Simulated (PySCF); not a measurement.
chloro(silylmethyl)silane (CH7ClSi2), SMILES [SiH3]C[SiH2]Cl.

The structure is a stationary point at PBE0-D3(BJ)/def2-SVP. The values are those of a single conformer.

Two levels are set side by side: PBE/def2-TZVP (PySCF) and B3LYP/def2-TZVP (PySCF). Same geometry, gas phase. Differences are taken from unrounded values.

```json
[
 {"quantity": "orbital gap (eV)", "B3LYP": "8.44", "PBE": "6.70", "PBE minus B3LYP": "-1.74"},
 {"quantity": "highest occupied level (eV)", "B3LYP": "-8.48", "PBE": "-7.41", "PBE minus B3LYP": "1.07"},
 {"quantity": "lowest empty level (eV)", "B3LYP": "-0.04", "PBE": "-0.71", "PBE minus B3LYP": "-0.67"},
 {"quantity": "dipole moment (D)", "B3LYP": "1.92", "PBE": "1.86", "PBE minus B3LYP": "-0.05"},
 {"quantity": "mean polarisability (bohr³)", "B3LYP": "75.9", "PBE": "78.4", "PBE minus B3LYP": "2.6"}
]
```

PBE's occupied levels lie high since its potential decays too fast outside the molecule; exact exchange lowers them and widens the gap. Loosely held outer electrons make PBE densities more polarisable. Differences between two approximate levels are no errors against the true value.

Rough cost on one machine, each run with all the roots and properties that it gave: B3LYP against PBE within a factor of 2.
